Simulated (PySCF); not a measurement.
C₅H₆NO₂ (doublet state).
Z-matrix (Å and degrees, GFN2-xTB geometry), rows numbered from 1:
```
C 
C   1  1.3285
O   2  1.3591  1  121.13
C   3  1.3134  2  121.10  1   173.83
C   4  1.3188  3  133.76  2    45.48
N   5  1.3958  4  123.18  3  -172.30
C   6  1.3536  5  122.14  4  -170.31
O   7  1.2052  6  125.06  5    -0.95
H   1  1.0729  2  120.78  3   179.64
H   1  1.0750  2  121.13  3     0.52
H   2  1.0848  1  123.26  3   179.34
H   5  1.0932  4  124.59  3    17.47
H   6  1.0091  5  117.30  4     8.76
H   7  1.1050  6  111.86  5   179.71
```

The hyperfine couplings belong to this conformer and change with its torsions.

The species is `C=CO/[C]=C/NC=O` [radical].

Method used: UKS B3LYP, pcH-1 on C H N O, non-relativistic, mean-field spin-orbit, GIAO in PySCF. Isolated species at its GFN2-xTB geometry (one conformer only). Couplings are sensitive to structure, and on GFN2-xTB geometries they can be far from those on DFT ones. The frame is twisted about the C4–C5 bond at this geometry (dihedral O3–C4–C5–H12 = 17°); couplings at other torsion angles weren't computed. The SCF solution wasn't tested for stability.

Problem. Where do the isotropic ENDOR lines of N6, H12, H10, H14, H9 and H11 fall at 336.2 mT, to first order?

Solution. For S = 1/2 in fast tumbling each set of equivalent nuclei gives two lines, ν± = |νn ± a/2| to first order, with νn = g_N μN B/h and μN/h = 7.62259 MHz/T.

```json
{"nuclei": "N6", "isotope": "14N", "g_N": "0.4038", "νn (MHz)": "1.03", "a_iso (MHz)": "7.20", "lower line (MHz)": "2.57", "upper line (MHz)": "4.64"}
{"nuclei": "H12", "isotope": "1H", "g_N": "5.5857", "νn (MHz)": "14.31", "a_iso (MHz)": "98.47", "lower line (MHz)": "34.92", "upper line (MHz)": "63.55"}
{"nuclei": "H10", "isotope": "1H", "g_N": "5.5857", "νn (MHz)": "14.31", "a_iso (MHz)": "-4.31", "lower line (MHz)": "12.16", "upper line (MHz)": "16.47"}
{"nuclei": "H14", "isotope": "1H", "g_N": "5.5857", "νn (MHz)": "14.31", "a_iso (MHz)": "3.85", "lower line (MHz)": "12.39", "upper line (MHz)": "16.24"}
{"nuclei": "H9", "isotope": "1H", "g_N": "5.5857", "νn (MHz)": "14.31", "a_iso (MHz)": "-3.53", "lower line (MHz)": "12.55", "upper line (MHz)": "16.08"}
{"nuclei": "H11", "isotope": "1H", "g_N": "5.5857", "νn (MHz)": "14.31", "a_iso (MHz)": "3.23", "lower line (MHz)": "12.70", "upper line (MHz)": "15.93"}
```

Problem. Which pairs are centred on the nuclear Larmor frequency, and which on half the coupling?

Solution. Centred on νn, since |a| < 2νn: H10, H14, H9 and H11. Centred on |a|/2 and split by 2νn: N6 and H12.
